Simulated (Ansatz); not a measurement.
Consider the hydrogenolysis of the Si–B bond: `BB[SiH](O)C=N` + H₂ → `N=C[SiH2]O` + `BB`.

Program: Ansatz. Geometries: PBE0-D4/def2-TZVP. ΔE: electronic, gas phase. CBS: MP2 limit from def2 TZ/QZ plus the TZ coupled-cluster correction, frozen cores. This one scheme is used for every species. Functionals use def2-TZVPP. B3LYP here is the variant with VWN-RPA as its local correlation; programs differ in this. One conformer a species, not always the lowest.

| species | B3LYP-D4 energy (Eh) |
| --- | --- |
| `BB[SiH](O)C=N` | -511.60038 |
| H₂ | -1.18011 |
| `N=C[SiH2]O` | -460.71957 |
| `BB` | -52.06814 |

Q: Work out ΔE.

A: ΔE = (-460.71957) + (-52.06814) − (-511.60038) − (-1.18011) = -0.00722 Eh = -0.20 eV. CCSD(T)/CBS gives -0.22 eV.

Largest T1 diagnostic among the species: 0.014.

The D4 term adds +0.11 eV with B3LYP and +0.06 eV with PBE0; it sums over pairs of atoms, weighted by their polarisabilities, and B3LYP, whose exchange is more repulsive, gets the larger term. In def2-TZVPP, CCSD(T) changes the Hartree–Fock value by +0.36 eV (the triples alone add +0.07 eV) and MP2 by +0.35 eV.
